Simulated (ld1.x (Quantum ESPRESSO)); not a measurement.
# arsenic, PAW: configuration errors across variants

| Property | Result |
| --- | --- |
| Element | arsenic |
| Generator | ld1.x (Quantum ESPRESSO) 7.5 |
| Type | PAW |
| Functional | PBE |
| Relativity | scalar-relativistic |
| Frozen core | [Ar] 3d10 |
| Valence charge | 5 |
| Reference configuration | 4s2 4p3 |
| Partial waves | 4s (bound): rcut 1.30, rcutus 1.70 bohr; 4s channel at 0.05 Ry: rcut 1.30, rcutus 1.70 bohr; 4p (bound): rcut 1.60, rcutus 1.85 bohr; 4p channel at -0.05 Ry: rcut 1.60, rcutus 1.85 bohr; 4d channel at 0.45 Ry: rc 1.50 bohr |
| Local potential | the d channel |
| Core correction | a·sin(br)/r model core, default radius (core density twice the valence density) |
| Augmentation charge | PSQ, inside the norm-conserving radii |

All-electron excitation energies from the reference (eV): (1) 4s2 4p2 9.149; (2) 4s2 4p1 27.067; (3) 4s2 4p0 54.770; (4) 4s2 4p3.3 -1.234; (5) 4s1 4p4 9.417; (6) 4s0 4p5 19.056; (7) 4s2 4p2.5 3.555.

The default core radius of the base comes out at 1.26 bohr.

The overlap operator is not positive definite (basis up to 400 Ry) in “waves 4p (bound): rcut 1.60, rcutus 2.36 bohr; 4p channel at -0.05 Ry: rcut 1.60, rcutus 2.36 bohr”, “all radii but the core radius scaled by about 1.20 (s 2.04, p 2.22, d 1.80 bohr, rcut 1.56/1.92/1.80)”. Such files are unfit for use, however small their errors in these radial tests.

2 further variants failed, have other tests or too few solved ones, and are left out.

A true bound ghost makes a file unfit for plane-wave use even where its test errors are small: the radial tests pick states by their node count and pass the ghost by.

Errors AE − PS in meV (a dash: test not solved or not reliable):

| change | (1) | (2) | (3) | (4) | (5) | (6) | (7) | bound ghosts |
| --- | --- | --- | --- | --- | --- | --- | --- | --- |
| base | -5.2 | -37 | -145 | +0.1 | -13 | -53 | -1.2 | s |
| waves 4s (bound): rcut 1.30, rcutus 1.68 bohr; 4s channel at 0.05 Ry: rcut 1.30, rcutus 1.68 bohr | -5.2 | -37 | -145 | +0.1 | -13 | -53 | -1.2 | s |
| core correction a·sin(br)/r model core inside 1.56 bohr | -5.3 | -37 | -145 | +0.1 | -8.3 | -32 | -1.2 | s |
| waves 4p (bound): rcut 1.60, rcutus 2.36 bohr; 4p channel at -0.05 Ry: rcut 1.60, rcutus 2.36 bohr | -5.0 | -36 | -145 | +0.1 | -7.9 | -28 | -1.1 | s (p not tested, overlap not positive) |
| type TM semilocal; waves now 4s (bound): rc 1.70 bohr; 4d channel at 0.45 Ry: rc 1.50 bohr; 4p (bound): rc 1.85 bohr; local potential the p channel | -2.8 | -20 | -85 | +0.2 | -9.1 | -35 | -0.7 | none |
| wave 4p channel at -0.05 Ry: rcut 1.60, rcutus 1.85 bohr becomes 4p channel at -0.01 Ry: rcut 1.60, rcutus 1.85 bohr | -5.2 | -38 | -145 | +0.1 | -14 | -59 | -1.2 | s |
| all radii but the core radius scaled by about 1.20 (s 2.04, p 2.22, d 1.80 bohr, rcut 1.56/1.92/1.80) | -5.1 | -37 | -145 | +0.1 | -8.3 | -31 | -1.2 | not determined (overlap not positive) |

Q: Give the same row for: wave 4d channel at 0.45 Ry: rc 1.50 bohr becomes 4d channel at 0.45 Ry: rc 2.06 bohr.

A: -5.1, -37, -143, +0.1, -8.0, -30, -1.1; bound ghosts: none.
